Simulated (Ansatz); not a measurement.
Calculation: Ansatz (a quantum-chemistry and plane-wave program) with PBE0-D3(BJ)/def2-TZVP. No frequencies were computed at this level.

Ansatz 0.2 input:
```yaml
crystal:
  periodic: [false, false, false]
  atoms:
    - { symbol: C, position_ang: [1.796152, -0.458123, -0.868533] }
    - { symbol: C, position_ang: [0.870724, 0.377162, -0.514129] }
    - { symbol: C, position_ang: [-0.05498, 1.22195, -0.161117] }
    - { symbol: O, position_ang: [-1.22169, 0.939187, 0.493327] }
    - { symbol: C, position_ang: [-1.414294, -0.417326, 0.804533] }
    - { symbol: H, position_ang: [2.630535, -0.694963, -0.224456] }
    - { symbol: H, position_ang: [1.788792, -0.945004, -1.832894] }
    - { symbol: H, position_ang: [0.026182, 2.281079, -0.366931] }
    - { symbol: H, position_ang: [-2.372296, -0.485558, 1.316337] }
    - { symbol: H, position_ang: [-0.616299, -0.788158, 1.457266] }
    - { symbol: H, position_ang: [-1.432824, -1.030246, -0.103401] }
basis:
  gaussian: { orbitals: def2-tzvp }
hamiltonian:
  xc: pbe0
  dispersion: d3bj
relax:
  max_steps: 150
```

Output:

```
Functional definition: PBE0
1135 factors; their error is unknown
mean field evaluation 1: about -6278.7657 eV, gradient 5.4e1 eV
mean field evaluation 2: about -6278.7402 eV, gradient 5.3e1 eV
mean field evaluation 4: about -6285.4904 eV, gradient 3.2e0 eV
mean field evaluation 8: about -6285.5105 eV, gradient 5.0e-1 eV
mean field evaluation 16: about -6285.5108 eV, gradient 2.2e-4 eV
mean field -6285.51080649 eV, -230.9882616662 hartree, gradient 2.1e-5 eV, S^2 0.000000; 0 other end points of the search recorded, 0 dependent functions left out
reference -6285.51083664 eV, -230.9882627742 hartree; 19, 19 occupied and 172, 172 virtual orbitals, 1135 factors
relax step   1: F+E_penalty+E_count = -6285.67762942 eV  Δ(F+E_penalty+E_count) = +0.000e0 eV  max|allowed force component| = 6.107e-1 eV/Å  Δτ_max = 0.0000 Å  (30 SCF iters, accepted)
these checks for a lower state are left out or cut short: starts, cluster_reference, orbital_swaps, neighbouring_geometries, increment
1135 factors; their error is unknown
mean field -6285.50953853 eV, -230.9882150694 hartree, gradient 9.5e-6 eV, S^2 0.000000; 0 other end points of the search recorded, 0 dependent functions left out
reference -6285.50956869 eV, -230.9882161781 hartree; 19, 19 occupied and 172, 172 virtual orbitals, 1135 factors
relax step   2: F+E_penalty+E_count = -6285.67637700 eV  Δ(F+E_penalty+E_count) = +1.252e-3 eV  max|allowed force component| = 2.901e-1 eV/Å  Δτ_max = 0.0348 Å  (34 SCF iters, rejected (line search))
these checks for a lower state are left out or cut short: starts, cluster_reference, orbital_swaps, neighbouring_geometries, increment
1135 factors; their error is unknown
mean field evaluation 32: about -6285.5181 eV, gradient 9.7e-6 eV
mean field -6285.51810306 eV, -230.9885298104 hartree, gradient 9.7e-6 eV, S^2 0.000000; 0 other end points of the search recorded, 0 dependent functions left out
reference -6285.51813325 eV, -230.9885309195 hartree; 19, 19 occupied and 172, 172 virtual orbitals, 1135 factors
relax step   3: F+E_penalty+E_count = -6285.68506462 eV  Δ(F+E_penalty+E_count) = -7.435e-3 eV  max|allowed force component| = 1.010e-1 eV/Å  Δτ_max = 0.0174 Å  (32 SCF iters, accepted)
these checks for a lower state are left out or cut short: starts, cluster_reference, orbital_swaps, neighbouring_geometries, increment
1135 factors; their error is unknown
mean field -6285.51758720 eV, -230.9885108529 hartree, gradient 9.8e-6 eV, S^2 0.000000; 0 other end points of the search recorded, 0 dependent functions left out
reference -6285.51761738 eV, -230.9885119617 hartree; 19, 19 occupied and 172, 172 virtual orbitals, 1135 factors
relax step   4: F+E_penalty+E_count = -6285.68417290 eV  Δ(F+E_penalty+E_count) = +8.917e-4 eV  max|allowed force component| = 2.668e-1 eV/Å  Δτ_max = 0.0380 Å  (33 SCF iters, rejected (line search))
these checks for a lower state are left out or cut short: starts, cluster_reference, orbital_swaps, neighbouring_geometries, increment
1135 factors; their error is unknown
mean field -6285.51947501 eV, -230.9885802283 hartree, gradient 9.6e-6 eV, S^2 0.000000; 0 other end points of the search recorded, 0 dependent functions left out
reference -6285.51950518 eV, -230.9885813372 hartree; 19, 19 occupied and 172, 172 virtual orbitals, 1135 factors
relax step   5: F+E_penalty+E_count = -6285.68614994 eV  Δ(F+E_penalty+E_count) = -1.085e-3 eV  max|allowed force component| = 8.006e-2 eV/Å  Δτ_max = 0.0168 Å  (34 SCF iters, accepted)
these checks for a lower state are left out or cut short: starts, cluster_reference, orbital_swaps, neighbouring_geometries, increment
1135 factors; their error is unknown
mean field -6285.52037347 eV, -230.9886132461 hartree, gradient 9.7e-6 eV, S^2 0.000000; 0 other end points of the search recorded, 0 dependent functions left out
reference -6285.52040363 eV, -230.9886143546 hartree; 19, 19 occupied and 172, 172 virtual orbitals, 1135 factors
relax step   6: F+E_penalty+E_count = -6285.68647323 eV  Δ(F+E_penalty+E_count) = -3.233e-4 eV  max|allowed force component| = 6.598e-2 eV/Å  Δτ_max = 0.0320 Å  (33 SCF iters, accepted)
these checks for a lower state are left out or cut short: starts, cluster_reference, orbital_swaps, neighbouring_geometries, increment
1135 factors; their error is unknown
mean field -6285.52040587 eV, -230.9886144369 hartree, gradient 9.6e-6 eV, S^2 0.000000; 0 other end points of the search recorded, 0 dependent functions left out
reference -6285.52043603 eV, -230.9886155454 hartree; 19, 19 occupied and 172, 172 virtual orbitals, 1135 factors
relax step   7: F+E_penalty+E_count = -6285.68674400 eV  Δ(F+E_penalty+E_count) = -2.708e-4 eV  max|allowed force component| = 5.081e-3 eV/Å  Δτ_max = 0.0086 Å  (34 SCF iters, accepted)
1135 factors; their error is unknown
mean field evaluation 64: about -6285.5204 eV, gradient 2.5e-4 eV
mean field -6285.52040587 eV, -230.9886144369 hartree, gradient 9.6e-6 eV, S^2 0.000000; 1 other end points of the search recorded, 0 dependent functions left out
reference -6285.52043603 eV, -230.9886155454 hartree; 19, 19 occupied and 172, 172 virtual orbitals, 1135 factors
Total energy: -6285.68677416 eV, -230.9947283588 hartree
Atom 0 at     1.812410    -0.452975    -0.877705 Å, force     0.001735    -0.002557    -0.000595 eV/Å
Atom 1 at     0.862092     0.354726    -0.506116 Å, force    -0.003452     0.003642     0.001365 eV/Å
Atom 2 at    -0.062996     1.210441    -0.154911 Å, force     0.001554     0.000019    -0.000044 eV/Å
Atom 3 at    -1.221021     0.942336     0.492590 Å, force    -0.002235    -0.005081     0.001771 eV/Å
Atom 4 at    -1.425659    -0.415756     0.810176 Å, force     0.000741     0.002507    -0.000925 eV/Å
Atom 5 at     2.654309    -0.681078    -0.228421 Å, force    -0.000429    -0.000091     0.000690 eV/Å
Atom 6 at     1.804707    -0.933295    -1.853213 Å, force    -0.000891    -0.000230    -0.000153 eV/Å
Atom 7 at     0.039167     2.268093    -0.372283 Å, force     0.001975     0.000688    -0.001501 eV/Å
Atom 8 at    -2.384572    -0.474854     1.321743 Å, force    -0.002238    -0.001324     0.001217 eV/Å
Atom 9 at    -0.630241    -0.787920     1.464672 Å, force     0.001449     0.001211    -0.001226 eV/Å
Atom 10 at    -1.448195    -1.029718    -0.096530 Å, force     0.001791     0.001216    -0.000598 eV/Å
Dipole moment:     0.038161    -0.213795     0.013260 e Å
```

Cost: very roughly 70 core-seconds.
